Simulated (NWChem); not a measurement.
System meant: HfNHClF; SMILES [NH]=[Hf]([F])[Cl]

The following NWChem deck was run.

```
start job
memory heap 200 mb stack 900 mb global 1100 mb
geometry units angstroms noautoz
  Hf     0.136721    -0.247249     0.176541
  N     -1.161939    -1.357206    -0.418995
  H     -1.817631    -1.958340    -0.906573
  F      1.875861    -0.874613    -0.371171
  Cl    -0.350531     2.040544    -0.285094
end
basis spherical
  Hf library def2-svp
  N library def2-svp
  H library def2-svp
  F library def2-svp
  Cl library def2-svp
end
dft
  xc pbe0
  iterations 150
  mulliken
end
task dft energy
```

End of the output:

```
          Convergence Information
          -----------------------
          Convergence aids based upon iterative change in
          total energy or number of iterations.
          Levelshifting, if invoked, occurs when the
          HOMO/LUMO gap drops below (HL_TOL):  1.00D-02
          DIIS, if invoked, will attempt to extrapolate
          using up to (NFOCK): 10 stored Fock matrices.

                    Damping( 0%)  Levelshifting(0.5)       DIIS
                  --------------- ------------------- ---------------
          dE  on:    start            ASAP                start
          dE off:    2 iters        150 iters           150 iters

      Screening Tolerance Information
      -------------------------------
          Density screening/tol_rho:  1.00D-10
          AO Gaussian exp screening on grid/accAOfunc:  14
          CD Gaussian exp screening on grid/accCDfunc:  20
          XC Gaussian exp screening on grid/accXCfunc:  20
          Schwarz screening/accCoul:  1.00D-08

      Superposition of Atomic Density Guess
      -------------------------------------

      charge =      72.0 Hf (Hafnium)

      symmetry species            s     p     d     f
      number of basis functions = 7     6     5     1
      number of cont. functions = 6     3     2     1
      number of closed shells   = 6     4     2     1
      number of open shells     = 0     0     1     0
      open shell occupation     = 0     0     2     0
 ------------------------------------------------------------------------
 atomscf:atomd: error in atom scf                   0
 ------------------------------------------------------------------------
 ------------------------------------------------------------------------
  current input line :
    22: task dft energy
 ------------------------------------------------------------------------
 ------------------------------------------------------------------------
 This error has not yet been assigned to a category
 ------------------------------------------------------------------------
 For more information see the NWChem manual at https://nwchemgit.github.io

0:atomscf:atomd: error in atom scf:Received an Error in Communication
```

Can this run be used? If not, why, and what is the fix?

The run crashed. Cause: the def2 basis of a heavy element holds valence functions alone and wants its effective core potential (without it all electrons must fit into that basis). This input runs:
```
start job
memory heap 200 mb stack 900 mb global 1100 mb
geometry units angstroms noautoz
  Hf     0.136721    -0.247249     0.176541
  N     -1.161939    -1.357206    -0.418995
  H     -1.817631    -1.958340    -0.906573
  F      1.875861    -0.874613    -0.371171
  Cl    -0.350531     2.040544    -0.285094
end
basis spherical
  Hf library def2-svp
  N library def2-svp
  H library def2-svp
  F library def2-svp
  Cl library def2-svp
end
ecp
  Hf library def2-ecp
end
dft
  xc pbe0
  iterations 150
  mulliken
end
task dft energy
```
It converges to -662.96556 Ha (PBE0/def2-SVP with def2 effective core potentials on Hf).
